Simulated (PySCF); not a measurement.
A GIAO shielding run with PySCF (density fitting, non-relativistic, gas phase) on `C=C[Si@]1(N(C)C)CCCO1`, C7H15NOSi:

```
$ OMP_NUM_THREADS=1 python probes_run.py task.json out

{"job": {"kind": "nmr", "xc": "PBE0", "basis": "pcSseg-1"}, "charge": 0, "multiplicity": 1}
C     -0.138432     3.044366    -0.167456
C     -0.411462     1.965318    -0.910944
Si     0.037354     0.221513    -0.427772
N     -1.358210    -0.782987    -0.192972
C     -2.197409    -0.593134     0.959905
C     -1.987930    -1.459863    -1.297357
C      1.302771     0.065645     0.960046
C      2.571692    -0.248773     0.147181
C      2.155287    -1.052291    -1.087313
O      0.987307    -0.471230    -1.633347
H      0.406066     2.970678     0.781350
H     -0.441015     4.055096    -0.464766
H     -0.963269     2.117517    -1.849046
H     -3.088089     0.035879     0.753504
H     -1.636521    -0.107217     1.775061
H     -2.564405    -1.561566     1.349602
H     -1.266079    -1.591895    -2.116432
H     -2.869475    -0.915364    -1.695497
H     -2.337892    -2.465195    -0.994878
H      1.431548     0.940579     1.613271
H      1.019931    -0.787223     1.599614
H      3.331518    -0.789258     0.735148
H      3.032240     0.695572    -0.188137
H      2.945443    -1.055381    -1.855630
H      1.960252    -2.107032    -0.809763
```

Hardware: 1 thread of an Arm Neoverse V2, shared host. The job also computes population analyses, field gradients, ring-centre shieldings.

Q: How large is the calculation?

A: 86 electrons, 252 basis functions and 1321 auxiliary functions.

Q: How long does it take, and how much memory does it need?

A: 65 s of wall time, with 13 SCF cycles and 5 response iterations; peak memory 1.2 GiB. Times on a shared host scatter by some tens of per cent.
